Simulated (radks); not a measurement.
Q: The mean radii <r> (bohr) of the occupied orbitals of an atom or ion are listed with their occupations. Calculated with a radial shooting solver on a logarithmic mesh with Libxc functionals: scalar-relativistic Kohn-Sham, BLYP, spin-unpolarised, spherical densities, finite nucleus; Fermi nuclear charge, rms radius of each element as measured or else 0.836 A^(1/3) + 0.57 fm.

orbital  occ.      <r>
1s          2  0.03263
2s          2   0.1419
2p          6   0.1237
3s          2   0.3908
3p          6   0.3906
3d         10   0.3705
4s          2   0.9800
4p          6    1.082
4d          8    1.552

Name the element and its charge.

A: Z = 45, rhodium, charge +1: Rh+ in [Kr] 4d8. The 1s radius gives Z: for a bare nucleus <r> = (2 gamma + 1)/(2Z) with gamma = sqrt(1 - (Z/c)^2), 0.0321 bohr for Z = 45, and screening makes it slightly larger (0.03263 here). The occupations add up to 44, and the charge is Z minus that.
